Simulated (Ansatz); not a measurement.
Consider the substitution at a C–O bond: `CC(C)[O][GeH2][F]` + `[OH][Sn][SH]` → `CC(C)[O][Sn][SH]` + `[OH][GeH2][F]`.

Computed with Ansatz on PBE0-D4/def2-TZVP structures; ΔE is electronic, products minus reactants. CCSD(T)/CBS adds triple-zeta CCSD(T) − MP2 to the extrapolated MP2 energy (def2 sets, frozen cores). Functionals use def2-TZVPP. B3LYP here is the variant with VWN-RPA as its local correlation; programs differ in this. Elements past krypton have def2 core potentials. For Ge, Sn outer-core shells are correlated without core-valence functions, which leaves a few kJ/mol of doubt a bond. Scalar relativity is left out up to krypton. Each species was taken in one conformer, which may not be the lowest.

```json
{"level": "PBE0-D4", "ΔE (kJ/mol)": "-1.8"}
{"level": "B3LYP-D4", "ΔE (kJ/mol)": "-3.1"}
{"level": "ωB97X-V", "ΔE (kJ/mol)": "2.1"}
{"level": "r2SCAN", "ΔE (kJ/mol)": "1.5"}
{"level": "B3LYP", "ΔE (kJ/mol)": "5.0"}
{"level": "HF/def2-TZVPP", "ΔE (kJ/mol)": "7.6"}
{"level": "HF/def2-QZVPP", "ΔE (kJ/mol)": "7.3"}
{"level": "MP2/def2-QZVPP", "ΔE (kJ/mol)": "-3.8"}
```

Problem. What does CCSD(T)/CBS give? (An estimate is asked.)

Solution. The calculation gave: -1.6 kJ/mol. The listed levels differ from it by -0.2, -1.5, 3.7, 3.1, 6.6, 9.2, 8.9, -2.2 kJ/mol.

Largest T1 diagnostic among the species: 0.017.

In def2-TZVPP, CCSD(T) changes the Hartree–Fock value by −9.0 kJ/mol (the triples alone add −2.2 kJ/mol) and MP2 by −11.2 kJ/mol. The D4 term adds −8.1 kJ/mol with B3LYP and −4.6 kJ/mol with PBE0; it sums over pairs of atoms, weighted by their polarisabilities, and B3LYP, whose exchange is more repulsive, gets the larger term.
